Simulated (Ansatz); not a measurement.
The cluster MoO₄H₂⁺. Total charge 1; doublet. Geometry PBE-D4/def2-SVP, that of the neutral singlet; atoms count from 1.

```xyz
7

Mo   -0.200    0.035   -0.141
O    -0.533    0.027   -1.792
O    -1.616    0.837    0.834
O    -1.572   -0.572    1.090
O     1.534    0.571    0.318
H     2.293    0.724   -0.278
H     0.093   -1.622   -0.032
```

In the def2 sets Mo takes a core potential; there is no spin–orbit coupling. The structure holds one bond between oxygen atoms, so isomers without such links may lie far lower. The structure comes from a short search, and lower isomers may exist.

Estimate the Mulliken populations from the PBE0/def2-TZVP orbitals of Ansatz.


| atom | charge (e) | spin (α − β) | d electrons |
| --- | --- | --- | --- |
| Mo1 | 1.41 | -0.10 | 3.80 |
| O2 | -0.35 | 0.06 | – |
| O3 | -0.06 | 0.48 | – |
| O4 | 0.01 | 0.55 | – |
| O5 | -0.60 | 0.01 | – |
| H6 | 0.41 | 0.00 | – |
| H7 | 0.17 | 0.00 | – |
Mulliken values depend strongly on the basis.

Where does the spin sit?

Summed by element: Mo -0.10, O 1.10, H 0.00, of 1 unpaired in all. Largest on single atoms: O4 0.55, O3 0.48, Mo1 -0.10.

And the Mayer bond orders between heavy atoms (over 0.3)?

Mo1–O2 2.18 (1.68 Å); Mo1–O3 0.73 (1.90 Å); Mo1–O4 0.66 (1.94 Å); Mo1–O5 1.17 (1.87 Å); O3–O4 1.32 (1.43 Å).
